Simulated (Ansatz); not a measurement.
H2O3SW (`[O]=[W]([OH])([OH])=[S]`) at its PBE0-D4/def2-TZVP geometry, where that method's forces vanish. Charge 0, multiplicity 1. W takes the def2 core potential.

```
atom   x (Å)   y (Å)   z (Å)
  O1   1.202  -0.630  -1.381
  W2   0.067  -0.274  -0.171
  O3   0.961   0.278   1.382
  O4  -1.045   1.093  -0.807
  S5  -1.087  -2.018   0.266
  H6   1.904   0.458   1.425
  H7  -2.001   1.094  -0.714
```

Task: For each bond, give half the difference of the two atoms' forces along it (eV/Å; positive pushes the atoms apart) under PBE-D4, r2SCAN-D4, B3LYP-D4, ωB97M-V in def2-TZVPP. (An estimate is asked.)

Result: Computed: 
| bond | length (Å) | PBE-D4 | r2SCAN-D4 | B3LYP-D4 | ωB97M-V |
| --- | --- | --- | --- | --- | --- |
| O1–W2 | 1.697 | 0.90 | 0.44 | 0.34 | -0.38 |
| W2–O3 | 1.875 | 0.01 | 0.01 | 0.14 | 0.15 |
| W2–O4 | 1.874 | 0.03 | 0.01 | 0.14 | 0.16 |
| W2–S5 | 2.136 | 0.30 | 0.18 | 0.23 | -0.16 |
| O3–H6 | 0.960 | 0.30 | -0.01 | -0.08 | -0.05 |
| O4–H7 | 0.961 | 0.29 | -0.01 | -0.09 | -0.05 |

B3LYP here is the variant with VWN-RPA as its local correlation; programs differ in this.
